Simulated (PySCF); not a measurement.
C12H9F.
Atom-mapped SMILES: `[F:1][c:2]1[cH:3][cH:4][cH:5][c:6](-[c:7]2[cH:8][cH:9][cH:10][cH:11][cH:12]2)[cH:13]1`

Structure used (PBE0-D3(BJ)/def2-SVP), in Å, numbered top down from 1:
```
atom  x, y, z in Å
F1     3.5672   -2.1407   -0.5366
C2     2.8686   -1.0291   -0.3102
C3     3.5452    0.1732   -0.1464
C4     2.7937    1.3241    0.0796
C5     1.4036    1.2677    0.1379
C6     0.7287    0.0490   -0.0304
C7    -0.7483   -0.0219    0.0324
C8    -1.5400    1.0075   -0.4975
C9    -2.9293    0.9408   -0.4381
C10   -3.5557   -0.1553    0.1533
C11   -2.7810   -1.1857    0.6842
C12   -1.3918   -1.1191    0.6233
C13    1.4845   -1.1092   -0.2565
H14    4.6351    0.1899   -0.1975
H15    3.3039    2.2797    0.2211
H16    0.8324    2.1750    0.3429
H17   -1.0588    1.8582   -0.9855
H18   -3.5281    1.7487   -0.8654
H19   -4.6460   -0.2067    0.1999
H20   -3.2617   -2.0455    1.1571
H21   -0.7927   -1.9196    1.0636
H22    1.0066   -2.0765   -0.4203
```

Probes without a nucleus sit at each ring's centroid and 1 Å off its mean plane on both sides; NICS is minus the shielding there, NICSzz its component along the normal. Level: GIAO PBE0/pcSseg-1 (PySCF, non-relativistic, gas phase) on the PBE0-D3(BJ)/def2-SVP geometry, one conformer.

Ring bond lengths (Å), with Mayer bond orders in brackets: C2–C3 1.389 (1.43), C3–C4 1.393 (1.41), C4–C5 1.392 (1.45), C5–C6 1.403 (1.41), C6–C13 1.401 (1.37), C13–C2 1.387 (1.43); C7–C8 1.403 (1.40), C8–C9 1.392 (1.45), C9–C10 1.394 (1.43), C10–C11 1.394 (1.43), C11–C12 1.392 (1.45), C12–C7 1.403 (1.40).

**Question.** Give the NICS values of each ring in ppm.

**Answer.** 
```
                ring                                              type  NICS(0)  NICS(1), two faces  NICS(1)zz, two faces  rms pucker (Å)  centre to ring atoms, mean (Å)
  C2–C3–C4–C5–C6–C13  6-membered carbocycle; formal bonds all aromatic     -9.6       -10.7 / -10.8         -26.1 / -26.0            0.00                            1.39
C7–C8–C9–C10–C11–C12  6-membered carbocycle; formal bonds all aromatic     -8.1       -10.8 / -10.8         -27.3 / -27.3            0.00                            1.40
```

**Question.** What do they say, and how far can they be read as aromaticity?

**Answer.** 
- C2–C3–C4–C5–C6–C13: mean NICS(1)zz -26.0 ppm, shielded. For a flat ring without four-coordinate atoms the NICS criterion counts such a value as aromatic.
- C7–C8–C9–C10–C11–C12: mean NICS(1)zz -27.3 ppm, shielded. The ring is flat and has no four-coordinate atom; by the NICS criterion it is aromatic.

**Question.** And the bond-length index? Use HOMA with the parameters of Krygowski (1993).

**Answer.** 
- C2–C3–C4–C5–C6–C13: HOMA 0.98 = 1 − EN − GEO, with mean bond length 1.394 Å, EN = α(Ropt − mean)² = 0.011 and GEO = α × variance = 0.009. The geometric and the magnetic index point the same way.
- C7–C8–C9–C10–C11–C12: HOMA 0.98 = 1 − EN − GEO, with mean bond length 1.396 Å, EN = α(Ropt − mean)² = 0.018 and GEO = α × variance = 0.005. The geometric and the magnetic index point the same way.

**Question.** What is the mean of the two in-plane components of NICS at the second NICS(1) probe listed for ring C2–C3–C4–C5–C6–C13, 1 Å off the ring?

**Answer.** The isotropic value is a third of the trace: (3 × -10.8 − (-26.0))/2 = -3.2 ppm.

**Question.** Give the inner angles of the rings and the Hirshfeld charges of the ring atoms.

**Answer.** 
- C2–C3–C4–C5–C6–C13: C2 122.1° (+0.087 e), C3 118.1° (-0.070 e), C4 120.8° (-0.043 e), C5 120.7° (-0.056 e), C6 118.5° (+0.006 e), C13 119.8° (-0.070 e); sum 720.0° against 720° for a flat convex ring.
- C7–C8–C9–C10–C11–C12: C7 118.3° (+0.001 e), C8 120.8° (-0.048 e), C9 120.3° (-0.048 e), C10 119.5° (-0.048 e), C11 120.2° (-0.047 e), C12 120.9° (-0.048 e); sum 720.0° against 720° for a flat convex ring.

**Question.** How shielded are the nuclei of the rings and their hydrogens (means over atoms taken as equivalent)?

**Answer.** 
```
   atoms                  environment  σ isotropic (ppm)  principal values of the symmetric part, first atom (ppm)
      C2          aromatic C–F carbon               13.6                                         -76.1, 30.8, 86.2
      C3           aromatic CH carbon               65.2                                        -21.0, 50.8, 165.9
      C4           aromatic CH carbon               48.7                                        -58.8, 33.0, 172.1
      C5           aromatic CH carbon               56.8                                        -43.2, 45.7, 168.1
      C6  substituted aromatic carbon               34.5                                        -53.9, -4.3, 161.9
      C7  substituted aromatic carbon               38.2                                         -55.2, 2.8, 167.0
 C8 (×2)           aromatic CH carbon               51.3                                        -52.5, 39.3, 167.1
 C9 (×2)           aromatic CH carbon               50.0                                        -61.1, 37.0, 174.3
     C10           aromatic CH carbon               50.9                                        -60.6, 37.6, 175.6
     C13           aromatic CH carbon               64.9                                        -16.0, 52.8, 157.9
     H14            aromatic hydrogen              24.12                                          20.6, 24.9, 26.8
     H15            aromatic hydrogen              23.74                                          20.1, 24.6, 26.5
     H16            aromatic hydrogen              23.89                                          19.1, 23.5, 29.0
H17 (×2)            aromatic hydrogen              23.62                                          18.8, 22.8, 29.2
```

The list is cut; further classes of hydrogen are left out.

**Question.** How do the values depend on the level or the medium?

**Answer.** 
| level | NICS(0), C2–C3–C4–C5–C6–C13 | mean NICS(1)zz, C2–C3–C4–C5–C6–C13 | NICS(0), C7–C8–C9–C10–C11–C12 | mean NICS(1)zz, C7–C8–C9–C10–C11–C12 |
| --- | --- | --- | --- | --- |
| PBE0/pcSseg-1, gas | -9.6 | -26.0 | -8.1 | -27.3 |
| mPW1PW91/pcSseg-1, gas | -9.6 | -26.0 | -8.2 | -27.3 |

The geometry is the same throughout.
